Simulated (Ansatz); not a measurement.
Consider the redistribution: `C[SiH2]C(=O)O` + `B[SiH2]N` → `B[SiH2]C` + `N[SiH2]C(=O)O`.

Isolated molecules relaxed with PBE0-D4/def2-TZVP in Ansatz; ΔE leaves out vibrations. CCSD(T)/CBS is the MP2 limit (def2-TZVPP, def2-QZVPP) plus CCSD(T) − MP2 in def2-TZVPP, frozen cores. DFT in def2-TZVPP. One conformer a species, not always the lowest.

`C[SiH2]C(=O)O`:

```xyz
11

C    -0.704   -1.602   -0.136
Si   -0.622    0.151    0.475
C     0.956    0.959   -0.276
O     1.726    0.385   -1.002
O     1.133    2.243    0.084
H     0.188   -2.152    0.169
H    -0.752   -1.621   -1.227
H    -1.582   -2.114    0.261
H    -1.788    0.964    0.042
H    -0.503    0.236    1.954
H     1.948    2.551   -0.345
```

`B[SiH2]N`:

```xyz
9

B    -0.362   -0.503    1.519
Si    0.596    0.140   -0.117
N    -0.502    0.550   -1.382
H    -1.494   -0.893    1.497
H     0.214   -0.565    2.566
H     1.565   -0.969   -0.435
H     1.444    1.337    0.146
H    -0.161    0.943   -2.245
H    -1.300   -0.041   -1.550
```

`B[SiH2]C`:

```xyz
10

B    -1.150    0.744    1.252
Si   -0.033    0.535   -0.405
C     0.914   -1.077   -0.560
H    -1.273   -0.109    2.084
H    -1.744    1.768    1.434
H     0.918    1.687   -0.468
H    -0.959    0.690   -1.571
H     0.230   -1.929   -0.549
H     1.485   -1.112   -1.489
H     1.612   -1.197    0.272
```

`N[SiH2]C(=O)O`:

Cartesian coordinates in Å:
```
N -1.695 -0.349 -0.548
Si -0.423 -0.573 0.570
C 1.234 0.357 0.252
O 2.173 0.251 0.998
O 1.279 1.129 -0.850
H -1.645 -0.766 -1.463
H -2.199 0.522 -0.575
H -0.854 -0.095 1.904
H -0.035 -2.003 0.590
H 2.165 1.528 -0.878
```

Is it downhill or uphill in electronic energy at CCSD(T)/CBS, and by how much? (An estimate is asked.)

The calculation gave: Nearly level: ΔE = -0.02 eV.

What do these levels give: ωB97M-V, B2PLYP, r2SCAN, PBE0, HF/def2-TZVPP, MP2/def2-TZVPP, SCS-MP2/def2-TZVPP, CCSD/def2-TZVPP, MP2/def2-QZVPP, HF/CBS(def2), MP2/CBS(def2), CCSD/CBS(def2)? (Estimate.)

The calculation gave: ωB97M-V -0.02, B2PLYP -0.03, r2SCAN -0.02, PBE0 -0.02, HF/def2-TZVPP -0.02, MP2/def2-TZVPP -0.03, SCS-MP2/def2-TZVPP -0.03, CCSD/def2-TZVPP -0.02, MP2/def2-QZVPP -0.02, HF/CBS(def2) -0.02, MP2/CBS(def2) -0.02, CCSD/CBS(def2) -0.02 eV.

Largest T1 diagnostic among the species: 0.015.
